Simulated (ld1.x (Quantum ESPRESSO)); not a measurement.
**Reading a pseudo-wave (S (Z = 16))**

Columns: radius, all-electron u(r) and pseudo u(r) of the 3s shell (level -17.14 eV) of sulfur in the configuration [Ne] 3s2 3p4; PBE, non-relativistic, RRKJ scheme, ld1.x (Quantum ESPRESSO) 7.5.

```tsv
r (bohr)	all-electron	pseudo
0.080	0.1710	0.0070
0.160	-0.1123	0.0177
0.240	-0.3322	0.0356
0.320	-0.4063	0.0636
0.400	-0.3619	0.1038
0.480	-0.2436	0.1572
0.560	-0.0886	0.2234
0.640	0.0769	0.3006
0.720	0.2365	0.3854
0.800	0.3807	0.4736
0.880	0.5048	0.5601
0.960	0.6076	0.6401
1.040	0.6896	0.7093
1.120	0.7519	0.7647
1.200	0.7960	0.8048
1.280	0.8240	0.8300
1.360	0.8381	0.8416
1.440	0.8405	0.8419
1.520	0.8331	0.8334
1.600	0.8179	0.8179
1.680	0.7965	0.7965
1.760	0.7704	0.7704
1.840	0.7407	0.7407
1.920	0.7087	0.7087
2.000	0.6751	0.6751
2.080	0.6407	0.6407
```

(1) How many radial nodes do the two functions have?

(2) At about which radius was the pseudo-wave matched?

(3) Where does each function peak?

(4) Is the pseudo-wave norm-conserving?

Results:

(1) The all-electron 3s function has n − l − 1 = 2; the pseudo-wave has 0, since the states of the same l below it are removed with the core.

(2) 1.60 bohr, where the columns begin to agree (steps of 0.08 bohr).

(3) Outermost all-electron maximum near 1.44 bohr, pseudo maximum near 1.44 bohr (to the table’s step).

(4) Yes: the RRKJ scheme keeps the norm inside the radius equal to the all-electron one, which fixes the energy derivative of the logarithmic derivative at the level.
